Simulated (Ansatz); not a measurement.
## Redistribution: CH8OSi2 + CH8O4Si2 → CH8O2Si2 + CH8O3Si2

Species: CH8OSi2 `CO[SiH2][SiH3]`, singlet; CH8O4Si2 `O[SiH2]C[Si](O)(O)O`, singlet; CH8O2Si2 `CO[SiH](O)[SiH3]`, singlet; CH8O3Si2 `O[SiH2]C[SiH](O)O`, singlet. The partners trade H for OH; both sit on Si, so the bond types are kept.

Shapes, held fixed at every level: PBE0-D4/def2-TZVP. Flexible molecules stand in one conformer, not always the lowest. Programs: Ansatz 0.2.0. Electronic energies: no zero-point or thermal term.

Problem. Estimate ΔE of this reaction.

Solution. The highest level, CCSD(T)/CBS estimate, gives ΔE = +14.7 kJ/mol; the levels span +13.7 to +18.3. The column of differences is taken from that level and isn't an error. No measured value is set beside it here. The CBS estimate extrapolates MP2 from def2-TZVPP and def2-QZVPP and adds CCSD(T) − MP2 in the triple-zeta set, cores frozen.

| level | kind | ΔE (kJ/mol) | less CCSD(T)/CBS estimate |
| --- | --- | --- | --- |
| HF/def2-TZVPP | Hartree–Fock | +18.3 | +3.6 |
| r2SCAN-D4/def2-TZVPP | meta-GGA | +15.8 | +1.1 |
| wB97M-V/def2-TZVPP | range-separated hybrid | +15.5 | +0.8 |
| B2PLYP/def2-TZVPP | double hybrid | +13.7 | -1.0 |
| MP2/def2-TZVPP | perturbation theory | +14.6 | -0.1 |
| CCSD(T)/def2-TZVPP | coupled cluster or CI | +16.3 | +1.6 |
| CCSD(T)/CBS estimate | coupled cluster or CI | +14.7 | 0.0 |
